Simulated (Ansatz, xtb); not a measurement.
# Two isomers of C2H8ClNSi2

Structure X is `C=C[Si@@H](Cl)N[SiH3]`, a singlet and structure Y is `C=C[SiH2]N[SiH2]Cl`, a singlet. Both are isolated molecules in the gas phase, relaxed with PBE0-D3(BJ)/def2-SVP, each in the lowest conformer that the search found.

Question: Which of the two would you expect CCSD(T)/def2-SVP + ΔMP2/def2-TZVPP electronic energies to favour?

Answer: Too close to call at this level: CCSD(T)/def2-SVP + ΔMP2/def2-TZVPP gives E(Y) − E(X) = +1.43 kJ/mol.

How the difference moves with the method:

```
                             level              geometry  E(Y) − E(X) (kJ/mol)  departure from the last row (kJ/mol)  job, with rough time for the two
              PBE0-D3(BJ)/def2-SVP  PBE0-D3(BJ)/def2-SVP                   +0.42                                 −1.02              optimisation, 11 min
                       HF/def2-SVP  PBE0-D3(BJ)/def2-SVP                   +1.92                                 +0.48           part of the CCSD(T) run
                      MP2/def2-SVP  PBE0-D3(BJ)/def2-SVP                   +2.09                                 +0.66           part of the CCSD(T) run
                  CCSD(T)/def2-SVP  PBE0-D3(BJ)/def2-SVP                   +1.34                                 −0.09                      single point
CCSD(T)/def2-SVP + ΔMP2/def2-TZVPP  PBE0-D3(BJ)/def2-SVP                   +1.43                                                   single point, 3.3 min
```

As drawn, both hold the same kinds of bond in the same numbers.

The largest departure from CCSD(T)/def2-SVP + ΔMP2/def2-TZVPP is that of PBE0-D3(BJ)/def2-SVP, 1.02 kJ/mol. A small imaginary or near-zero mode remains, so no thermal terms are given. Levels run at GFN2-xTB geometries aren't shown. The last row adds to CCSD(T) the change of the MP2 difference between the two basis sets, here +0.09 kJ/mol.

The correlated steps freeze 18 core orbitals. Codes used: Ansatz 0.2.0, xtb 6.7.1; the last row on 2 threads of AMD EPYC (Zen 3) on a shared host.
